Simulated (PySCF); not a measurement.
H10Si4, triplet, at the geometry of the source list (a higher spin typed on purpose: for a closed-shell molecule this is an excited state) (in this run its highest filled SCF level lies above zero, so its values depend strongly on the basis, on diffuse functions most of all). Base run: CAMB3LYP/STO-3G (PySCF).

Here is a job for PySCF.
```python
from pyscf import gto, scf, dft

mol = gto.Mole()
mol.atom = '''
    Si   -0.00790000    2.10850000   -0.74290000
    Si    0.05240000    0.16720000    0.53970000
    Si    1.91840000   -1.14510000    0.07820000
    Si   -1.93430000   -1.03930000    0.41950000
    H     1.20150000    2.92610000   -0.62340000
    H    -0.14290000    1.77620000   -2.16380000
    H    -1.13120000    2.99010000   -0.41680000
    H     0.18940000    0.60450000    1.95100000
    H     3.18760000   -0.42850000    0.22320000
    H     1.87240000   -1.62770000   -1.30480000
    H     2.02120000   -2.33440000    0.92700000
    H    -1.95100000   -2.22530000    1.27890000
    H    -3.11730000   -0.25530000    0.78180000
    H    -2.15830000   -1.51700000   -0.94770000
'''
mol.basis = 'sto-3g'
mol.spin = 2
mol.verbose = 4
mol.build()

mf = dft.UKS(mol)
mf.xc = 'camb3lyp'
mf.kernel()
```

Each row names what was changed in the base input (with any setting that the change needs).

```
change                                ΔE vs base (mEh)  grid points  electrons on the grid
------------------------------------  ----------------  -----------  ---------------------
base                                             0.000       174800               66.00001
grids.radi_method = mura_knowles                 0.000       165392               66.00001
grids.prune = dft.gen_grid.sg1_prune             0.022        68640               66.00000
grids.atom_grid = (50, 194)                     -0.032        92408               66.00003
grids.level = 1                                 -0.032        50368               66.00008
grids.level = 0                                -69.771        12696               66.00638
grids.level = 2                                 -0.004       101424               66.00001
grids.level = 4                                  0.002       272752               66.00000
grids.atom_grid = (99, 590)                      0.002       452536               66.00000
grids.level = 5                                  0.002       409608               66.00000
grids.level = 7                                  0.002       849448               66.00000
```

Open shells are given as the SCF converged; they aren't shown to be the lowest states, and a large step between rows can be another state.
